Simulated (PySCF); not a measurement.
Question: Write Cartesian coordinates for `O=S(=O)([O-])c1coc(C(F)(F)F)n1` as optimised with PBE0-D3(BJ)/def2-SVP. (Charge -1.)

Answer: 
```xyz
14
C4HF3NO4S angstrom
O      2.9567    0.9141    1.0933
S      2.7124    0.1832   -0.1579
O      3.2215   -1.2031   -0.1840
O      2.9425    0.9522   -1.3895
C      0.9295   -0.1154   -0.1574
C      0.3436   -1.3404   -0.2531
O     -1.0079   -1.1703   -0.2359
C     -1.1594    0.1590   -0.1283
C     -2.5622    0.6675   -0.0664
F     -3.2518    0.3521   -1.1725
F     -3.2306    0.1295    0.9643
F     -2.5884    1.9845    0.0704
N     -0.0667    0.8383   -0.0791
H      0.7394   -2.3466   -0.3333
```

Orientation and origin are arbitrary. Atoms count from 1 in this order. The 2 C–N bonds span 1.288 Å (C8–N13, aromatic) to 1.381 Å (C5–N13, aromatic), a spread of 0.093 Å. Of the pairs four or more bonds apart, O3···H14 is among the closest relative to their van der Waals radii: 2.74 Å, 101 % of the sum of Bondi's values. The 2 C–C bonds span 1.361 Å (C5–C6, aromatic) to 1.493 Å (C8–C9, drawn single), a spread of 0.132 Å. The 5-membered ring C5–C6–O7–C8–N13 has internal angles of 103.7° to 115.5°; it is planar, 0.00 Å rms from its mean plane, widest ring torsion 0°.

Bonds between heavy atoms (Å): O1=S2 1.469, S2=O3 1.477, S2–O4 1.470, S2–C5 1.808, C5–C6 1.361, C6–O7 1.362, O7–C8 1.342, C8–C9 1.493, C9–F10 1.341, C9–F11 1.341, C9–F12 1.324, C8–N13 1.288, C5–N13 1.381.

Level of theory: PBE0-D3(BJ)/def2-SVP geometry optimisation, gas phase in PySCF.

Point group: near Cs, missed by 0.15 Å at most; the miss may be what the optimiser left on a soft mode. Not checked by PBE0-D3(BJ)/def2-SVP frequencies.

The run took about 5 min of CPU time (one thread, shared machine). This is the geometry optimisation.
